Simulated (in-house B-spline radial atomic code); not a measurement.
RPA and G0W0 on BLYP: Nb8+

Configuration [Ar] 3d10 4s2 4p3, highest spin, mean-field start BLYP. Computed with a B-spline radial code for spherical atoms: all electrons, scalar-relativistic (spin-free one-electron X2C), finite nucleus, each spin shell either full or empty, empty states to l = 9 with an (l + 1/2)⁻⁴ tail; G0W0 by contour deformation at full frequency.

Command:
```bash
python run_gw.py task.json out
```
Settings (radii: box in bohr, nucleus in fm):
```
Z                        41
electrons                33
configuration            [Ar] 3d10 4s2 4p3
hamiltonian              x2c
method                   b88,lyp
lmax                     9
rms_radius               4.324
spin_polarised           True
box_radius               7.7
intervals                66
```

Run time, properties included: 5.4 s on 1 thread of Arm Neoverse N1, with other jobs on the host.

Energies (hartree):

```tsv
term	value
mean-field total	-3801.37285
Hartree-Fock functional on these orbitals	-3799.43023
direct second order	-2.836
second-order exchange	0.83266
SOSEX correction	0.77876
```

(1) What is the RPA correlation energy, and what remains with SOSEX?

Quasi-particle levels (eV):

```
  level  occupied  mean field  Σx - vxc     Σc  QP weight     G0W0
  4p up       yes     -150.86     -9.70      ?          ?        ?
4s down       yes     -173.03     -5.63  -3.38      0.967  -182.04
3d down       yes     -326.91    -27.73   5.35      0.945  -349.29
4p down        no     -146.11     11.44  -3.20      0.964  -137.88
```

G0W0 = mean field + (Σx - vxc) + Σc, with Σc (partial-wave tail included) taken at the quasi-particle energy. Only the outer levels were computed. Levels of low weight are left out.

(2) Where does G0W0 put 4p up?

Results:

(1) RPA gives -2.5388 hartree (-2.09 eV per electron); RPA + SOSEX gives -1.76, and the second-order doubles -2.0033 hartree (no singles). SOSEX takes back 31 % of the RPA value.

(2) At -161.14 eV, with Σc = -0.58 eV and a quasi-particle weight of 0.964. The tabulated removal energy is 159.2 ± 0.7 eV (NIST, semi-empirical); the calculation leaves out spin-orbit coupling, Breit and QED terms, and what these don't explain is the method's own error.
